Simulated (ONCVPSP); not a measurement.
**Before and after: ONCV potential for rubidium**

ONCVPSP 4.0.1 input, shortened (lines: element, Z, core and valence counts, functional; n l f; lmax; l rc ep ncon nbas qcut; lloc lpopt rc5 dvloc0; l nproj debl; icmod fcfact rcfact), PBEsol, scalar-relativistic:

```
  Rb 37.00    6    3  -116133      upf
    1    0    2.00
    2    0    2.00
    2    1    6.00
    3    0    2.00
    3    1    6.00
    3    2   10.00
    4    0    2.00
    4    1    6.00
    5    1    1.00
    2
    0    2.40    0.00    3    6    6.30
    1    3.30    0.00    3    6    4.30
    2    2.65    0.43    3    7    3.70
    4    4    2.20    3.00
    0    2    1.80
    1    2    1.40
    2    2    3.70
    3    4.25    1.60
```

Change: s: debl 3.7.

Cutoffs: the cutoffs (Ha) at which the residual kinetic energy of the hardest occupied pseudo-wave falls to 1 and 0.1 mHa per electron; they do not see the model core or the augmentation charge, which bear on the density cutoff. Errors are all-electron minus pseudo energies relative to the spin-unpolarised reference configuration.

Q: What does the change do?

A: The potential gets neither clearly harder nor softer (9.7 Ha and 12 Ha → 9.7 Ha and 12 Ha); of the 4 tests that both files solve, the error grows in 2 and shrinks in 0 by more than 15 % and 0.3 meV (median size 0.2 → 6.1 meV); neither file shows a bound ghost.

```csv
quantity,base,changed
"cutoff, loose",9.7 Ha,9.7 Ha
"cutoff, tight",12 Ha,12 Ha
bound ghosts,none,none
GHOST(+) flags under 300 eV,none,none
"error for 4s2 4p6 5s1 5p0, meV [ΔE -1.49 eV]",-0.3,+7.1
"error for 4s2 4p6 5p0, meV [ΔE 2.58 eV]",-0.2,-0.2
"error for 4s2 4p6 5s0.5 5p0, meV [ΔE 0.07 eV]",0.0,+5.0
"error for 4s2 4p6 4d1 5p0, meV [ΔE 0.72 eV]",-17,-17
s: phases at 2.43 bohr within 0.05 rad from the reference energy up to (Ha; the scan ends near 5),4.3,4.5
p: phases at 3.34 bohr within 0.05 rad from the reference energy up to (Ha; the scan ends near 5),2.2,2.2
d: phases at 2.70 bohr within 0.05 rad from the reference energy up to (Ha; the scan ends near 5),1.3,1.3
"rms error of d²Exc/dni dnj with the model core, mHa",2.85,2.85
```

Base: The cutoffs count occupied waves only; projector 2 of the d channel, the hardest unoccupied one, needs 35 Ha at the loose tolerance. Changed file: The cutoffs count occupied waves only; projector 2 of the d channel, the hardest unoccupied one, needs 35 Ha at the loose tolerance.
